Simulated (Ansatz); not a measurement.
A made-up structure of NaBH₂Se, singlet:

```
5
angstrom
B -0.4239 0.0914 -0.2168
Se 0.6047 -1.3787 -0.9014
Na 1.3675 0.0684 1.0526
H -1.2732 0.2806 -0.6462
H -0.2752 0.9382 0.7118
```

It is relaxed with PBE-D4/def2-SVP and then PBE0-D4/def2-TZVP (Ansatz 0.2.0). Atoms count as bonded within 1.22 times the sum of their covalent radii (H–H: 0.88 Å). The end point is not checked to be a true minimum.

(1) Does its bonding change? (A judgement: the text doesn't fix the answer.)

## Answers

(1) Computed: No: no bond forms or breaks.

Where it ends: The first stage lowers the energy by 1.55 eV in 6 steps. It ends as NaBH₂Se ([H]1[BH]2[Se][Na]12):
```
atom    x (Å)    y (Å)    z (Å)
  B1  -0.5213   0.1065  -0.2732
 Se2   0.6387  -1.2897  -0.7905
 Na3   1.7133  -0.0113   1.2248
  H4  -1.5662   0.3241  -0.8149
  H5  -0.2644   0.8703   0.6538
```

Labels in which every atom is bracketed show which atoms are joined, not bond orders.

For scale, one of the runs: PBE0-D4/def2-TZVP relaxation, 123 basis functions, launched by `ansatz run in.yaml --threads 2 --pin off --events-out ev --progress --plain --max-ram 4352MiB`. Hardware: 2 CPU threads of an Arm Neoverse V2, shared host. Wall time about 11 s.
